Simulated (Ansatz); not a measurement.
One change: `C=C([SiH3])CC(N)=[Se]` becomes `C=C([SiH3])CC`.

Ansatz, PBE0-D4/def2-TZVP geometries, multiplicity 1. Each molecule was computed in one conformer, which needn't be the lowest.

Scalar relativity is left out up to krypton. Spin–orbit coupling is left out; it splits and shifts lone-pair levels of the heavy atoms by tenths of an eV.

```tsv
property	`C=C([SiH3])CC(N)=[Se]`
HOMO–LUMO gap (PBE/def2-TZVPP) / eV	2.53
size of the dipole moment (ωB97M-V/def2-TZVPP) / D	4.84
HOMO energy (ωB97M-V/def2-TZVPP) / eV	-7.91
LUMO energy (ωB97M-V/def2-TZVPP) / eV	0.78
HOMO–LUMO gap (ωB97M-V/def2-TZVPP) / eV	8.69
HOMO–LUMO gap (B3LYP/def2-TZVPP) / eV	4.08
```

(1) What does the change do to each property? (Best estimate.)

## Answers

(1) Computed: 
```json
{"property": "HOMO–LUMO gap (PBE/def2-TZVPP) / eV", "`C=C([SiH3])CC`": "5.23", "shift": "2.70"}
{"property": "size of the dipole moment (ωB97M-V/def2-TZVPP) / D", "`C=C([SiH3])CC`": "0.87", "shift": "-3.97"}
{"property": "HOMO energy (ωB97M-V/def2-TZVPP) / eV", "`C=C([SiH3])CC`": "-9.82", "shift": "-1.91"}
{"property": "LUMO energy (ωB97M-V/def2-TZVPP) / eV", "`C=C([SiH3])CC`": "1.80", "shift": "1.02"}
{"property": "HOMO–LUMO gap (ωB97M-V/def2-TZVPP) / eV", "`C=C([SiH3])CC`": "11.62", "shift": "2.93"}
{"property": "HOMO–LUMO gap (B3LYP/def2-TZVPP) / eV", "`C=C([SiH3])CC`": "6.90", "shift": "2.82"}
```

With PBE0 the HOMO falls by 1.83 eV and the LUMO rises by 1.00 eV, so the gap widens by about 2.83 eV. PBE moves the HOMO by -1.82 eV and ωB97M-V by -1.91 eV. The zero-point energy changes by 8.6 kJ/mol with -3 modes. Dipoles are sizes alone; their direction can turn.

Positive LUMOs are unbound, so they and the gaps depend on the basis.

B3LYP here is the variant with VWN-RPA as its local correlation; programs differ in this.
